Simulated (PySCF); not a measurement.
Several molecules and their computed UV-vis stick spectra, shuffled. Theory: PySCF, TDDFT CAM-B3LYP/def2-SVPD, vertical, gas phase, core orbitals frozen in the response. Geometries: GFN2-xTB; one conformer of each isolated species. Triplets are in the Tamm–Dancoff approximation.

A. `C=C(OCC#N)[SiH3]`
B. `C[Si@@]1(F)C[C@@H](F)CS1`
C. `c1(C=C)c(F)cnnn1`
D. `C#C[C@@H]1C[C@H](F)S1`
E. `C1CS[SiH2]P[SiH2]1`

Lowest singlet levels (six at most, fewer where fewer were computed) with oscillator strengths:

1. 346 nm (f 0.000); 318 nm (f 0.004); 292 nm (f 0.004); 268 nm (f 0.000); 245 nm (f 0.262); 218 nm (f 0.177); T1 2.85 eV
2. 215 nm (f 0.001); 187 nm (f 0.048); 174 nm (f 0.014); 168 nm (f 0.015); 166 nm (f 0.027); 162 nm (f 0.012); T1 5.29 eV
3. 188 nm (f 0.019); 180 nm (f 0.301); 178 nm (f 0.014); 168 nm (f 0.000); 165 nm (f 0.000); 161 nm (f 0.004); T1 4.32 eV
4. 227 nm (f 0.033); 219 nm (f 0.001); 209 nm (f 0.013); 198 nm (f 0.041); 196 nm (f 0.027); 193 nm (f 0.047); T1 5.00 eV
5. 270 nm (f 0.001); 205 nm (f 0.001); 198 nm (f 0.064); 195 nm (f 0.031); 189 nm (f 0.020); 183 nm (f 0.015); T1 4.08 eV

Task: Which spectrum belongs to which structure?

Result: 1 = C, 2 = B, 3 = A, 4 = E, 5 = D.
- A: S1 at 6.61 eV, HOMO→LUMO (84%); Löwdin shares by element: HOMO carbon 61% or more, oxygen 24%, hydrogen 4% or more; LUMO carbon 38% or more, silicon 18% (atoms not listed hold the other 44%); HOMO -8.88 and LUMO 0.76 eV; point group Cs, 2 of its 6 listed states under f = 0.0005.
- B: S1 at 5.76 eV, HOMO→LUMO (76%), HOMO→LUMO+1 (9%); Löwdin shares by element: HOMO sulfur 71%, carbon 11% or more, silicon 7%; LUMO sulfur 41%, carbon 17% or more, silicon 15% (atoms not listed hold the other 28%); HOMO -8.59 and LUMO 0.82 eV.
- C: S1 at 3.58 eV, HOMO→LUMO (93%); Löwdin shares by element: HOMO nitrogen 87%, carbon 5% or more; LUMO carbon 46% or more, nitrogen 14% or more (atoms not listed hold the other 40%); HOMO -8.73 and LUMO -1.47 eV; point group Cs, 2 of its 6 listed states under f = 0.0005.
- D: S1 at 4.60 eV, HOMO→LUMO (90%); Löwdin shares by element: HOMO sulfur 70%, carbon 19% or more; LUMO sulfur 51%, carbon 31% or more (atoms not listed hold the other 18%); HOMO -8.49 and LUMO 0.21 eV.
- E: S1 at 5.47 eV, HOMO→LUMO (48%), HOMO→LUMO+1 (24%); Löwdin shares by element: HOMO sulfur 48%, phosphorus 27%, silicon 6% or more, carbon 6% or more; LUMO silicon 33%, sulfur 18%, phosphorus 12% (atoms not listed hold the other 37%); HOMO -7.89 and LUMO 0.70 eV.
